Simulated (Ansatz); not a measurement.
One change: `c1cc[se]c1` becomes `c1ccsc1`.

Ansatz, PBE0-D4/def2-TZVP geometries, multiplicity 1. 

Scalar relativity is left out up to krypton.

```csv
property,`c1cc[se]c1`
"ideal-gas entropy at 298 K and 1 bar (rigid rotor, harmonic PBE0-D4/def2-TZVP) / J/(mol·K)",290
HOMO–LUMO gap (B3LYP/def2-TZVPP) / eV,5.89
size of the dipole moment (B3LYP/def2-TZVPP) / D,0.35
HOMO energy (ωB97M-V/def2-TZVPP) / eV,-8.96
size of the dipole moment (PBE/def2-TZVPP) / D,0.30
HOMO–LUMO gap (PBE/def2-TZVPP) / eV,4.43
```

Question: What does the change do to each property? (Best estimate.)

Answer: Ansatz gave: 
```csv
property,`c1ccsc1`,shift
"ideal-gas entropy at 298 K and 1 bar (rigid rotor, harmonic PBE0-D4/def2-TZVP) / J/(mol·K)",278,-12
HOMO–LUMO gap (B3LYP/def2-TZVPP) / eV,6.10,0.21
size of the dipole moment (B3LYP/def2-TZVPP) / D,0.44,0.09
HOMO energy (ωB97M-V/def2-TZVPP) / eV,-9.02,-0.06
size of the dipole moment (PBE/def2-TZVPP) / D,0.42,0.12
HOMO–LUMO gap (PBE/def2-TZVPP) / eV,4.62,0.19
```

Dipoles are sizes alone; their direction can turn.

B3LYP here is the variant with VWN-RPA as its local correlation; programs differ in this.

Spin–orbit coupling is left out; it splits and shifts lone-pair levels of the heavy atoms by tenths of an eV.
